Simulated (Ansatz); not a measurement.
Program: Ansatz. Geometries: PBE0-D4/def2-TZVP. ΔE: electronic, gas phase. CCSD(T)/CBS is the MP2 limit (def2-TZVPP, def2-QZVPP) plus CCSD(T) − MP2 in def2-TZVPP, frozen cores. Functionals use def2-TZVPP. For Sc outer-core shells are correlated without core-valence functions, which leaves a few kJ/mol of doubt a bond. Scalar relativity is left out up to krypton. One conformer a species, not always the lowest.

Reaction (ligand exchange at the Si–O bond): `[OH][Sc]([OH])[O][SiH3]` + `[SiH3][NH][AlH][Cl]` → `[SiH3][N]([SiH3])[AlH][Cl]` + `[OH][Sc]([OH])[OH]`

```json
{"level": "r2SCANh-D4", "ΔE (eV)": "0.61"}
{"level": "BLYP", "ΔE (eV)": "0.73"}
{"level": "BHLYP", "ΔE (eV)": "0.76"}
{"level": "CCSD/CBS(def2)", "ΔE (eV)": "0.65"}
```

Task: What does CCSD(T)/CBS give? (Best estimate.)

Result: The calculation gave: +0.62 eV. The listed levels differ from it by -0.01, 0.11, 0.14, 0.03 eV.

Largest T1 diagnostic among the species: 0.016.

Leaving LDA and LC-ωPBE aside and taking each functional with its dispersion term where it has one, the values, not all of them listed here, spread over 0.18 eV, from revPBE-D4 to B2PLYP. LDA lies −0.09 eV from PBE without D4. At CCSD(T), def2-SVP lies +0.07 eV from the extrapolated value and def2-TZVPP +0.01 eV. The D4 term adds −0.11 eV with B3LYP and −0.06 eV with PBE0; it sums over pairs of atoms, weighted by their polarisabilities, and B3LYP, whose exchange is more repulsive, gets the larger term.

B3LYP here is the variant with VWN-RPA as its local correlation; programs differ in this.
